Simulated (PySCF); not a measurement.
## Working out the ionisation energy of Ne²⁺

Ne²⁺ [He] 2s2 2p4 (3P) → Ne³⁺ [He] 2s2 2p3 (4S). Computed with PySCF 2.14 in ANO-RCC-VTZP (4s3p2d1f, 30 functions), with scalar relativity by spin-free X2C-1e. Frozen: nothing. Energies in hartree (1 hartree = 27.21139 eV):

```tsv
part	Ne²⁺ (lower)	Ne³⁺ (upper)
UHF	-126.519018	-124.246121
MP2 opposite-spin	-0.116647	-0.078945
MP2 same-spin	-0.038050	-0.031742
```

Task: What does Hartree-Fock give?

Result: (-124.246121) − (-126.519018) = 2.272897 hartree = 61.849 eV.

Task: What do MP2 and SCS-MP2 (6/5 opposite-spin, 1/3 same-spin) give?

Result: The opposite-spin parts differ by 1.026 eV and the same-spin parts by 0.172 eV. MP2: 61.849 + (1.026) + (0.172) = 63.047 eV. SCS-MP2: 61.849 + 1.2 × (1.026) + (0.172)/3 = 63.138 eV.

A first-order spin-orbit estimate adds 0.038 eV to MP2 (valence and next inner shell), giving 63.085 eV against 63.423 eV (measured; NIST Atomic Spectra Database, ionization energies).

What remains against the reference includes basis incompleteness and correlation beyond second order.
